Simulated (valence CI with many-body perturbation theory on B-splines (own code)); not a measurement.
# Level structure of Te46+

Calculated by configuration interaction combined with many-body perturbation theory (CI+MBPT): four valence electrons over a frozen Dirac-Fock core [He], a basis of 11 s, 11 p, 10 d, 8 f, 5 g, 2 h functions for each j, with the one-electron correlation potential Σ1 (screened to all orders), the two-electron term Σ2, the three-electron term Σ3, Breit, model QED; selected single and double excitations, second order for the rest, scaled by the run's own slope (own B-spline code, finite nucleus).

The last digits are not significant, and no measured levels were compared; by estimate large intervals hold to a few tenths of a per cent, small ones and those within an open d or f shell to about a per cent. Among the levels kept, up to 840 cm⁻¹ of a level comes from second order outside the variational space, and about a tenth of that is noise between levels of different J, which matters for small intervals.

Levels 181 to 205 of 205, with energies above the lowest level, (2s^2 2p1/2^2) J=0. "Leading %" is the weight of the configuration and term that name the level; weights of strongly mixed levels are sums over their largest components and can fall short. In the jj column 3d3/2^4 stands for four electrons in 3d with j = 3/2.

```
No.  Configuration  Term  J  E (eV)  Leading %                  Leading jj      g
181      2s 2p2 3d    3D  3  5655.8         78     2s 2p3/2^2 3d5/2 (93 %)  1.284
182      2s 2p2 3d    3D  3  5660.8         44     2s 2p3/2^2 3d5/2 (92 %)  1.204
183         2p3 3p    3P  2  5665.1         53  2p1/2 2p3/2^2 3p1/2 (97 %)  1.319
184      2s 2p2 3d    1D  2  5666.1         53     2s 2p3/2^2 3d5/2 (92 %)  1.069
185      2s 2p2 3d    3P  1  5668.6         42     2s 2p3/2^2 3d5/2 (90 %)  1.223
186         2p3 3p    3D  1  5677.6         66  2p1/2 2p3/2^2 3p1/2 (89 %)  0.658
187      2s 2p2 3d    1D  2  5680.7         46     2s 2p3/2^2 3d5/2 (88 %)  1.112
188         2p3 3p    3P  0  5702.1         77  2p1/2 2p3/2^2 3p1/2 (53 %)       
189         2p3 3p    5P  3  5706.3         53  2p1/2 2p3/2^2 3p3/2 (98 %)  1.381
190         2p3 3p    3P  2  5707.9         38  2p1/2 2p3/2^2 3p3/2 (98 %)  1.416
191         2p3 3p    3P  0  5713.3         85  2p1/2 2p3/2^2 3p3/2 (54 %)       
192         2p3 3p    1P  1  5721.6         45  2p1/2 2p3/2^2 3p3/2 (96 %)  0.991
193         2p3 3p    3D  3  5725.8         68  2p1/2 2p3/2^2 3p3/2 (99 %)  1.215
194         2p3 3p    3F  4  5726.7         98  2p1/2 2p3/2^2 3p3/2 (98 %)  1.236
195         2p3 3p    3P  1  5745.1         75  2p1/2 2p3/2^2 3p3/2 (99 %)  1.432
196         2p3 3p    1D  2  5756.1         52  2p1/2 2p3/2^2 3p3/2 (99 %)  1.153
197         2p3 3d   3D°  1  5760.4         44  2p1/2 2p3/2^2 3d3/2 (98 %)  0.998
198         2p3 3d   3F°  2  5761.6         40  2p1/2 2p3/2^2 3d3/2 (97 %)  1.079
199         2p3 3d   5D°  0  5762.5         51  2p1/2 2p3/2^2 3d3/2 (96 %)       
200         2p3 3d   3G°  3  5766.9         36  2p1/2 2p3/2^2 3d3/2 (95 %)  1.099
201         2p3 3p    3P  1  5769.7         48  2p1/2 2p3/2^2 3p3/2 (99 %)  1.488
202         2p3 3p    3D  2  5772.1         48  2p1/2 2p3/2^2 3p3/2 (98 %)  1.146
203         2p3 3d   3G°  4  5779.4         69  2p1/2 2p3/2^2 3d3/2 (85 %)  1.080
204         2p3 3d   5D°  4  5781.9         45  2p1/2 2p3/2^2 3d5/2 (85 %)  1.250
205         2p3 3d   3D°  3  5783.2         54  2p1/2 2p3/2^2 3d5/2 (97 %)  1.284
```

Where two levels of one J and parity lie close, their mixing, g and order are uncertain.
